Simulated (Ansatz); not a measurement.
CH4BrGaO, SMILES `O[CH2][GaH][Br]`. Total charge 0; spin multiplicity 1. Correlated methods include outer-core shells of Br, Ga, which these sets cover unevenly. Scalar relativity is left out up to krypton.

```xyz
8

O     0.205   -0.905   -1.414
C    -0.320   -0.563   -0.146
Ga    0.519    1.111    0.473
Br   -0.249    1.790    2.541
H    -0.207   -1.721   -1.712
H    -0.129   -1.336    0.612
H    -1.408   -0.406   -0.169
H     1.589    2.029   -0.185
```

(1) Give the diagnostics of a CCSD(T)/def2-TZVPP run (frozen core, the Gaussian-basis code of Ansatz). (Estimate.)

Answers

(1) The calculation gave: T1 = 0.0104, largest single amplitude 0.020, largest double 0.021, (T) share of the correlation energy 3.6 %, 9 CCSD cycles. The RHF solution is stable towards an unrestricted one. T1 lies under the customary mark of 0.02 for closed shells.
